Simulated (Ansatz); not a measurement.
# Worked example: the step energy

An elementary step of AlN2H7O, singlet (AlN₂H₅O ([NH2][Al]([NH2])[OH]) + H₂ → AlN₂H₅ ([NH2][AlH][NH2]) + H₂O (still joined by a long Al–O bond); Al–O, H–H broken or loosened, Al–H, O–H formed or tightened). “Start” and “end” are the PBE0-D4/def2-TZVP structures reached by relaxing down either side of its saddle point, with the molecules still in contact.

Ansatz 0.2.0; basis: def2-TZVPP and def2-QZVPP; cores frozen in the correlated methods.

Energies in eV:

| quantity | end | start |
| --- | --- | --- |
| Hartree–Fock, triple zeta (X = 3) | -11699.23728 | -11699.88194 |
| Hartree–Fock, quadruple zeta (X = 4) | -11699.70890 | -11700.37659 |
| MP2 correlation, X = 3 | -21.43754 | -21.36553 |
| MP2 correlation, X = 4 | -23.04723 | -22.98123 |
| CCSD(T) correlation, X = 3 | -23.00274 | -22.87213 |

(1) Work out the step energy at the basis limit: extrapolate Hartree–Fock as E(X) = E∞ + A exp(−7.88 √X) and the MP2 correlation as E(X) = E∞ + B X^−2.97 (the exponents that Neese and Valeev fitted for def2-TZVPP and QZVPP), then add CCSD(T) − MP2 in triple zeta.

No T1 diagnostic of these runs exceeds 0.012.

Results:

(1) Each step is linear, so take the differences first (end − start): Hartree–Fock 0.64466 (X = 3) and 0.66769 (X = 4); MP2 correlation -0.07201 and -0.06600; CCSD(T) correlation -0.13061.
Two points give E∞ = E(4) + w [E(4) − E(3)], with w = 1/(exp(7.88 (2 − √3)) − 1) = 0.1377 for Hartree–Fock and w = 1/((4/3)^2.97 − 1) = 0.7407 for the correlation.
Hartree–Fock: 0.66769 + 0.1377 × 0.02303 = 0.6709 eV.
MP2 correlation: -0.06600 + 0.7407 × 0.00601 = -0.0615 eV.
CCSD(T) − MP2: -0.13061 − (-0.07201) = -0.0586 eV.
Sum: 0.6709 + (-0.0615) + (-0.0586) = 0.5508 eV, or 12.70 kcal/mol. Plain CCSD(T) in triple zeta gives 0.5141 eV, so the larger basis shifts the result by 0.0367 eV.

Labels in which every atom is bracketed show which atoms are joined, not bond orders.

For scale, one of the runs: CCSD(T)/def2-TZVPP, 233 basis functions, launched by `ansatz run in.yaml --threads 4 --pin off --events-out ev --progress --plain --max-ram 9574MiB`. Hardware: 4 CPU threads of an Intel Xeon, shared host. Wall time 100 s; peak host memory 4.2 GiB.
